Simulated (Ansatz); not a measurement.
Reaction (SMILES): BN (BH2-NH2) → N[BH-] (closed-shell singlet) + H+
B3LYP-D3(BJ)/def2-TZVP geometries, fixed; electronic energies without zero-point terms.
Largest species:
```xyz
6

B     -0.7766     0.0323    -0.0041
N      0.6098    -0.0254     0.0032
H     -1.3984    -0.9854    -0.0254
H     -1.3119     1.0982     0.0110
H      1.1972     0.7922     0.0209
H      1.1274    -0.8889    -0.0085
```

Basis-set convergence of the deprotonation energy at CCSD(T) with Ansatz (a program for electronic structure). Cartesian d functions, on some or all atoms, in 6-31G*, 6-31+G*; all else is spherical. Cores are frozen. A restricted Hartree-Fock determinant is unstable towards unrestricted orbitals. The proton leaves the site shown, which need not be the most acidic. No added dispersion term, no relativity. Functions are those of the species that has most. Reference: Hartree-Fock in aug-cc-pVQZ plus the correlation part extrapolated as X^-3 from aug-cc-pVTZ and aug-cc-pVQZ, 429.28 kcal/mol, itself unsure by roughly 0.15 kcal/mol (a third of the extrapolation step and of the last Hartree-Fock step). Deviations are taken from unrounded values.

```
basis        functions  deprotonation energy (kcal/mol)
-----------  ---------  -------------------------------
6-31G*              38                           464.02
6-31+G*             46                           428.86
cc-pVDZ             48                           449.60
aug-cc-pVDZ         82                           425.76
def2-SVP            48                           450.29
def2-SVPD           72                           433.30
pcseg-1             48                           449.45
aug-pcseg-1         82                           427.48
6-311G**            60                           448.44
6-311+G**           68                           431.50
def2-TZVP           86                           436.12
def2-TZVPD         110                           430.08
cc-pVTZ            116                           440.95
aug-cc-pVTZ        184                           428.49
pcseg-2            116                           437.60
aug-pcseg-2        184                           429.60
def2-TZVPP         118                           436.85
def2-TZVPPD        142                           431.03
cc-pVQZ            230                           436.84
aug-cc-pVQZ        344                           429.03
def2-QZVPP         234                           434.51
def2-QZVPPD        258                           430.57
```

What the diffuse functions change, pair by pair:
- 6-31G* to 6-31+G*: 8 more functions, deviation 34.74 to -0.41 kcal/mol
- cc-pVDZ to aug-cc-pVDZ: 34 more functions, deviation 20.33 to -3.52 kcal/mol
- def2-SVP to def2-SVPD: 24 more functions, deviation 21.02 to 4.03 kcal/mol
- pcseg-1 to aug-pcseg-1: 34 more functions, deviation 20.18 to -1.80 kcal/mol
- 6-311G** to 6-311+G**: 8 more functions, deviation 19.16 to 2.23 kcal/mol
- def2-TZVP to def2-TZVPD: 24 more functions, deviation 6.84 to 0.80 kcal/mol
- cc-pVTZ to aug-cc-pVTZ: 68 more functions, deviation 11.67 to -0.79 kcal/mol
- pcseg-2 to aug-pcseg-2: 68 more functions, deviation 8.32 to 0.32 kcal/mol
- def2-TZVPP to def2-TZVPPD: 24 more functions, deviation 7.57 to 1.76 kcal/mol
- cc-pVQZ to aug-cc-pVQZ: 114 more functions, deviation 7.56 to -0.24 kcal/mol
- def2-QZVPP to def2-QZVPPD: 24 more functions, deviation 5.24 to 1.29 kcal/mol

Leaving out the reference's own pair, they bring the value nearer the reference by more than 0.15 kcal/mol in 10 of 10 pairs.
